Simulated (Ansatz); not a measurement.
Pulling on the H–H spacing in H6 chain (multiplicity 1 held). Energies count from the point at 0.900 Å.
Geometry at that point (charge 0, multiplicity 1):
```xyz
6

H      0.0000     0.0000     0.0000
H      0.0000     0.0000     0.9000
H      0.0000     0.0000     1.8000
H      0.0000     0.0000     2.7000
H      0.0000     0.0000     3.6000
H      0.0000     0.0000     4.5000
```

Restricted levels (R-, RO-) in cc, def2 and unpolarised 6-31G sets keep to the state of the molecule at rest. U- levels take the lowest unrestricted solution at each point, which mixes spins at long bonds. Active spaces are followed from rest. Full CI gives the lowest state of the spin. Left out are points that failed, MP2 points that dive below the minimum, coupled-cluster points behind a jump of the amplitudes or a sharp parting from full CI or MRCI, small-basis points behind a change of solution, and semi-empirical points at long bonds. Curves can end on different states.

Run with Ansatz (Gaussian basis) for Hartree–Fock, density functionals and correlated methods. 

Energies in kcal/mol.

```json
[
 {"R (Å)": "0.700", "R-HF/cc-pVDZ": "86.9", "U-MP2/cc-pVDZ": "88.4", "CASSCF(6,6)/cc-pVDZ": "97.3", "FIC-MRCISD+Q on CASSCF(6,6)/cc-pVDZ": "91.7", "FCI/cc-pVDZ": "91.9"},
 {"R (Å)": "0.800", "R-HF/cc-pVDZ": "20.8", "U-MP2/cc-pVDZ": "21.5", "CASSCF(6,6)/cc-pVDZ": "26.3", "FIC-MRCISD+Q on CASSCF(6,6)/cc-pVDZ": "23.2", "FCI/cc-pVDZ": "23.3"},
 {"R (Å)": "0.900", "R-HF/cc-pVDZ": "0.0", "U-MP2/cc-pVDZ": "0.0", "CASSCF(6,6)/cc-pVDZ": "0.0", "FIC-MRCISD+Q on CASSCF(6,6)/cc-pVDZ": "0.0", "FCI/cc-pVDZ": "0.0"},
 {"R (Å)": "1.100", "R-HF/cc-pVDZ": "23.8", "U-MP2/cc-pVDZ": "32.2", "CASSCF(6,6)/cc-pVDZ": "10.5", "FIC-MRCISD+Q on CASSCF(6,6)/cc-pVDZ": "17.7", "FCI/cc-pVDZ": "17.4"},
 {"R (Å)": "1.300", "R-HF/cc-pVDZ": "81.4", "U-MP2/cc-pVDZ": "87.8", "CASSCF(6,6)/cc-pVDZ": "51.0", "FIC-MRCISD+Q on CASSCF(6,6)/cc-pVDZ": "65.7", "FCI/cc-pVDZ": "65.2"},
 {"R (Å)": "1.500", "R-HF/cc-pVDZ": "146.6", "U-MP2/cc-pVDZ": "137.6", "CASSCF(6,6)/cc-pVDZ": "94.4", "FIC-MRCISD+Q on CASSCF(6,6)/cc-pVDZ": "116.1", "FCI/cc-pVDZ": "115.5"},
 {"R (Å)": "1.800", "R-HF/cc-pVDZ": "239.3", "U-MP2/cc-pVDZ": "185.7", "CASSCF(6,6)/cc-pVDZ": "145.1", "FIC-MRCISD+Q on CASSCF(6,6)/cc-pVDZ": "175.0", "FCI/cc-pVDZ": "174.6"},
 {"R (Å)": "2.100", "R-HF/cc-pVDZ": "318.3", "U-MP2/cc-pVDZ": "206.5", "CASSCF(6,6)/cc-pVDZ": "174.8", "FIC-MRCISD+Q on CASSCF(6,6)/cc-pVDZ": "209.2", "FCI/cc-pVDZ": "209.2"},
 {"R (Å)": "2.500", "R-HF/cc-pVDZ": "left out", "U-MP2/cc-pVDZ": "215.6", "CASSCF(6,6)/cc-pVDZ": "192.1", "FIC-MRCISD+Q on CASSCF(6,6)/cc-pVDZ": "228.9", "FCI/cc-pVDZ": "229.0"},
 {"R (Å)": "3.000", "R-HF/cc-pVDZ": "477.0", "U-MP2/cc-pVDZ": "218.2", "CASSCF(6,6)/cc-pVDZ": "198.3", "FIC-MRCISD+Q on CASSCF(6,6)/cc-pVDZ": "235.8", "FCI/cc-pVDZ": "236.0"},
 {"R (Å)": "3.600", "R-HF/cc-pVDZ": "536.0", "U-MP2/cc-pVDZ": "218.7", "CASSCF(6,6)/cc-pVDZ": "199.8", "FIC-MRCISD+Q on CASSCF(6,6)/cc-pVDZ": "237.4", "FCI/cc-pVDZ": "237.6"}
]
```

Doubts at one or more of the structures used: a restricted determinant that unrestricted orbitals would lower (R-HF/cc-pVDZ); a spin-contaminated determinant (U-MP2/cc-pVDZ).

Ansatz is a program for electronic structure.
